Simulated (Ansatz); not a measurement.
GaH2(OH) (GaOH3), relaxed as a singlet with RKS r2SCAN-D4/def2-TZVP in Ansatz, starting from the GFN2-xTB geometry. Force threshold 0.02 eV/Å.

Start:

```
atom    x (Å)    y (Å)    z (Å)
 Ga1   0.1828   0.4653  -0.2994
  H2  -0.4030   1.8299   0.1089
  H3   1.2072   0.2197  -1.4252
  O4  -0.3584  -0.8650   0.5767
  H5  -0.6286  -1.6498   1.0389
```

```
step  energy (eV)  largest force component (eV/Å)  SCF passes
   1  -54473.3871                           1.918          24
   2  -54473.4405                           0.887          28
   3  -54473.4585                           0.168          28
   4  -54473.4799                           0.655          28
   5  -54473.5828                           0.798          33
   6  -54473.7690                           0.766          33
   7  -54473.8384                           1.201          34
   8  -54473.8686                           0.099          29
   9  -54473.8695                           0.019          30
```

Force components are those of the run's own axes.

End:

```xyz
5

Ga    0.126    0.483   -0.237
H    -0.372    1.920    0.055
H     1.144   -0.009   -1.309
O    -0.603   -0.750    0.835
H    -0.295   -1.644    0.656
```

By distances, no bond broke or formed. The bond that changes most is Ga1–O4, from 1.68 to 1.79 Å (atoms count from 1).

No frequencies were taken in this run, so the end may be a saddle point.

Run time 10 s (4 threads of Arm Neoverse V2 on a shared host).
